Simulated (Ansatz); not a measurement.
Ansatz (a program for electronic structure) input (r2SCAN0/def2-TZVPD):

Ansatz 0.2 input:
```yaml
crystal:
  periodic: [false, false, false]
  atoms:
    - {symbol: C, position_ang: [2.47521776, -0.23631626, 0.06143040]}
    - {symbol: C, position_ang: [1.05306614, -0.59713455, -0.19520546]}
    - {symbol: C, position_ang: [-0.02459892, 0.27860613, -0.28011310]}
    - {symbol: C, position_ang: [0.08370452, 1.64867559, -0.14638399]}
    - {symbol: C, position_ang: [-1.40391634, -0.31855648, -0.48791023]}
    - {symbol: C, position_ang: [-2.10039745, -0.65111918, 0.83462509]}
    - {symbol: H, position_ang: [2.78530795, -0.54650707, 1.06656011]}
    - {symbol: H, position_ang: [3.14032873, -0.75046606, -0.63839414]}
    - {symbol: H, position_ang: [2.66154092, 0.83303317, -0.02380404]}
    - {symbol: H, position_ang: [0.84184722, -1.65585460, -0.30766686]}
    - {symbol: H, position_ang: [1.02597564, 2.14045666, 0.04585499]}
    - {symbol: H, position_ang: [-0.78920879, 2.28158767, -0.23130163]}
    - {symbol: H, position_ang: [-2.01967107, 0.38160622, -1.05696133]}
    - {symbol: H, position_ang: [-1.32018617, -1.22485896, -1.09238580]}
    - {symbol: H, position_ang: [-2.21877182, 0.24539964, 1.44596320]}
    - {symbol: H, position_ang: [-1.51552122, -1.37036840, 1.41132989]}
    - {symbol: H, position_ang: [-3.09009557, -1.07895998, 0.66214914]}
basis:
  gaussian:
    orbitals: def2-TZVPD
hamiltonian:
  xc: {name: r2SCAN0}
magnetization: {spin_polarized: true, initial_magnetization: 1}
output: {forces: true}
```

End of the output:

```
integrals: 0.29 GiB planned
1605 factors; their error is unknown
0.50 GiB of the device are held for the grids
2.02 GiB of device memory are held for the factors and their scratch space
mean field: 2.96 GiB planned
mean field evaluation 1: about -6386.5902 eV, gradient 4.9e1 eV
mean field evaluation 2: about -6385.8434 eV, gradient 4.9e1 eV
mean field evaluation 4: about -6398.0002 eV, gradient 2.9e0 eV
mean field evaluation 8: about -6398.0613 eV, gradient 2.9e-1 eV
mean field evaluation 16: about -6398.0263 eV, gradient 1.1e-3 eV
mean field -6398.02627074 eV, -235.1231287118 hartree, gradient 3.6e-5 eV, S^2 0.820356; 0 other end points of the search recorded, 0 dependent functions left out
the calculation of the forces begins
reference -6398.02628549 eV, -235.1231292536 hartree; 24, 23 occupied and 297, 298 virtual orbitals, 1605 factors
Total energy: -6398.02628549 eV, -235.1231292536 hartree
Atom 0 at     2.475218    -0.236316     0.061430 Å, force    -0.038924    -0.012305     0.007099 eV/Å
Atom 1 at     1.053066    -0.597135    -0.195205 Å, force     0.051847     0.050615     0.018258 eV/Å
Atom 2 at    -0.024599     0.278606    -0.280113 Å, force    -0.085666    -0.049036     0.006059 eV/Å
Atom 3 at     0.083705     1.648676    -0.146384 Å, force     0.008098    -0.042969    -0.000056 eV/Å
Atom 4 at    -1.403916    -0.318556    -0.487910 Å, force     0.038671     0.011183     0.119859 eV/Å
Atom 5 at    -2.100397    -0.651119     0.834625 Å, force     0.065431     0.030887    -0.100827 eV/Å
Atom 6 at     2.785308    -0.546507     1.066560 Å, force    -0.052551     0.038043    -0.131404 eV/Å
Atom 7 at     3.140329    -0.750466    -0.638394 Å, force    -0.095182     0.066031     0.083030 eV/Å
Atom 8 at     2.661541     0.833033    -0.023804 Å, force    -0.029276    -0.119777     0.003057 eV/Å
Atom 9 at     0.841847    -1.655855    -0.307667 Å, force     0.004905     0.093103     0.009810 eV/Å
Atom 10 at     1.025976     2.140457     0.045855 Å, force    -0.078738    -0.057532    -0.017679 eV/Å
Atom 11 at    -0.789209     2.281588    -0.231302 Å, force     0.067263    -0.073806     0.006163 eV/Å
Atom 12 at    -2.019671     0.381606    -1.056961 Å, force     0.064466    -0.059914     0.062496 eV/Å
Atom 13 at    -1.320186    -1.224859    -1.092386 Å, force     0.000906     0.086913     0.065322 eV/Å
Atom 14 at    -2.218772     0.245400     1.445963 Å, force     0.018311    -0.093258    -0.072999 eV/Å
Atom 15 at    -1.515521    -1.370368     1.411330 Å, force    -0.056563     0.080514    -0.071022 eV/Å
Atom 16 at    -3.090096    -1.078960     0.662149 Å, force     0.117003     0.051307     0.012834 eV/Å
Dipole moment:     0.033834    -0.067522     0.016057 e Å
```

It need not be the lowest isomer of its formula.
